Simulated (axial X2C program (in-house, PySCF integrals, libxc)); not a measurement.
## Potential curves of TeP, with spin–orbit coupling

Computed with an axial X2C code built on PySCF integrals. Two-component (2c) means X2C with spin–orbit coupling and atomic mean-field two-electron Coulomb and Gaunt terms. Basis: Te dyall-cv3z [11s12p8d4f1g], P dyall-v3z [8s7p2d1f] (cores contracted in-house); Gaussian nuclei, density fitting, unrestricted open shells. Masses: Te 129.906 u, P 30.974 u.

State: Ω = 1/2 (⟨Sz⟩ = -0.50, ⟨Lz⟩ = 1.00 at HF). Energies in kJ/mol from the lowest point of each curve. Fits are polynomials in 1 − R0/R over 0.85 to 1.23 times the lowest point R0.

| R (Å) | HF |
| --- | --- |
| 2.1197 | 46.91 |
| 2.1873 | 22.08 |
| 2.2550 | 7.41 |
| 2.3339 | 0.00 |
| 2.4129 | 0.32 |
| 2.5143 | 8.57 |

The state is a single determinant with fixed occupations, the lowest that a limited PBE0 search found. The determinant is spin-polarised beyond a pure state at some levels (its spin-free form has ⟨S²⟩ too high), which makes Re and μ there less reliable.

**Question.** Fit the HF curve near its minimum: give the equilibrium distance and the harmonic wavenumber.

**Answer.** At HF, 2c: Re = 2.369 Å, ωe ≈ 346 cm⁻¹; Be follows as 0.12 cm⁻¹.
